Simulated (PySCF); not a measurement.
Stick spectrum of a doublet radical in fast tumbling, microwave frequency 33.801 GHz, simulated to first order from computed parameters.

```
field (mT)  relative intensity
   1199.08                   1
   1199.26                   1
   1200.94                   1
   1201.12                   1
   1203.94                   2
   1204.12                   2
   1205.81                   2
   1205.98                   2
   1208.81                   1
   1208.98                   1
   1210.67                   1
   1210.85                   1
```

Question: What is g?

Answer: The pattern is symmetric about 1204.96 mT, so g = hν/(μB·B0) = 33801/(13.99624 × 1204.96) = 2.0042, a shift of +1.9 × 10⁻³ from the free-electron value.

Question: Take the pattern apart into splittings.

Answer: The first two lines at either end are about 0.18 mT apart, which is the smallest coupling, and their intensity ratio 1:1 counts the nuclei that share it. In full: a 1:2:1 triplet of 4.86 mT (136 MHz), from 2 nuclei of spin 1/2; a 1:1 doublet of 1.86 mT (52 MHz), from 1 nucleus of spin 1/2; a 1:1 doublet of 0.18 mT (5 MHz), from 1 nucleus of spin 1/2. Check: Σ 2nI·a is the distance from the first to the last line, 11.77 mT.

Question: The radical has the formula C5H4FO2. Propose a structure, and say which nuclei carry the couplings.

Answer: The pattern alone needn't single out one isomer; the structure behind this simulation is `O=C1[CH]COC(F)=C1` [radical], numbered [O:1]=[C:2]1[CH:3][CH2:4][O:5][C:6]([F:7])=[CH:8]1 (hydrogens: H9 on C3; H10, H11 on C4; H12 on C8). 4.86 mT: 1H at H10/H11 (β, 2 bonds from C3; computed sign +); 1.86 mT: 1H at H9 (α, 1 bond from C3; computed sign −); 0.18 mT: 1H at H12 (γ, 3 bonds from C3; computed sign −). The largest Mulliken spin populations are on C3 (+0.84), O1 (+0.21), C2 (-0.11) and C4 (-0.07). The positive populations add up to 1.22 and the negative ones to -0.22, together 2S = 1. The angles at C3 add up to 360.0°, so it is planar; its axial dipolar tensor and the negative coupling of its proton fit spin in a p orbital normal to that plane.

Computed, not measured: UKS B3LYP, pcH-1 on C F H O, non-relativistic, mean-field spin-orbit, GIAO in PySCF. Isolated species at its GFN2-xTB geometry, gas phase. The geometry wasn't refined by DFT: couplings that depend on bond lengths, twists or pyramidal angles can differ widely from those at the functional's own minimum. Stability of the SCF solution: not tested.

Nuclei that the bonding pattern makes equivalent are averaged, as if the motion that swaps them (rotation, inversion, ring flip) were fast.

Rare isotopes and splittings under 0.04 mT were left out of the simulation.
